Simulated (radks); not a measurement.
Results of a calculation; reference values are marked as such.
Task: All-electron atom: Au V in [Xe] 4f14 5d7. Level of theory: Dirac Kohn-Sham, PBE, spin-unpolarised, spherical densities, finite nucleus; open shells are shared between the two j in proportion to 2j + 1; Fermi nuclear charge, rms radius 5.4371 fm (a radial shooting solver on a logarithmic mesh with Libxc functionals). Some entries of the table are withheld. Estimate them.

orbital  occ.  eigenvalue (eV)  r(max) (bohr)
1s1/2       2        -80662.74        0.01042
2s1/2       2              (1)        0.06039
2p1/2       2        -13686.05            (2)
2p3/2       4        -11850.58            (3)
3s1/2       2        -3407.140         0.1699
3p1/2       2        -3145.668         0.1586
3p3/2       4        -2740.626         0.1735
3d3/2       4        -2304.987         0.1352
3d5/2       6        -2217.923         0.1393
4s1/2       2        -780.8240            (4)
4p1/2       2        -669.1067            (5)
4p3/2       4        -571.9697            (6)
4d3/2       4        -388.8207            (7)
4d5/2       6        -370.7253            (8)
5s1/2       2        -160.1176         0.8478
4f5/2       6        -135.8499         0.3732
4f7/2       8        -132.0316         0.3778
5p1/2       2        -123.5362            (9)
5p3/2       4        -106.5340           (10)
5d3/2     2.8         -56.1410          1.151
5d5/2     4.2         -54.1433          1.183

Result: 
(1) 2s1/2 eigenvalue (eV): -14265.40
(2) 2p1/2 r(max) (bohr): 0.04446
(3) 2p3/2 r(max) (bohr): 0.05184
(4) 4s1/2 r(max) (bohr): 0.3832
(5) 4p1/2 r(max) (bohr): 0.3814
(6) 4p3/2 r(max) (bohr): 0.4122
(7) 4d3/2 r(max) (bohr): 0.4052
(8) 4d5/2 r(max) (bohr): 0.4147
(9) 5p1/2 r(max) (bohr): 0.8946
(10) 5p3/2 r(max) (bohr): 0.9723
